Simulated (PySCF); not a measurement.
Zr(Me)(H)3 (CH6Zr), SMILES [CH3][ZrH3], multiplicity 1.

Geometry optimised at B3LYP-D3(BJ)/def2-TZVP. The spin state was assumed, not searched. The structure was generated by enumeration; whether it is a known compound was not checked. The def2 effective core potentials stand for the cores of Zr; spin–orbit coupling is left out.

Two levels are set side by side: PBE/def2-TZVPD (PySCF) and HF/def2-TZVPD (PySCF). Same geometry, gas phase. Differences are taken from unrounded values.

```csv
quantity,PBE
orbital gap (eV),3.83
highest occupied level (eV),-6.82
lowest empty level (eV),-3.00
dipole moment (D),1.13
mean polarisability (bohr³),70.0
```

### Question
These are the PBE values. What does HF give? (An estimate is asked for; the answer gives what the named calculation found.)

### Answer

```tsv
quantity	HF	PBE minus HF
orbital gap (eV)	12.33	-8.50
highest occupied level (eV)	-11.20	4.38
lowest empty level (eV)	1.13	-4.12
dipole moment (D)	0.90	0.23
mean polarisability (bohr³)	60.5	9.5
```

PBE's occupied levels lie high since its potential decays too fast outside the molecule; exact exchange lowers them and widens the gap. Loosely held outer electrons make PBE densities more polarisable. Differences between two approximate levels are no errors against the true value.

Rough cost on one machine, each run with all the roots and properties that it gave: HF against PBE about 1/5.
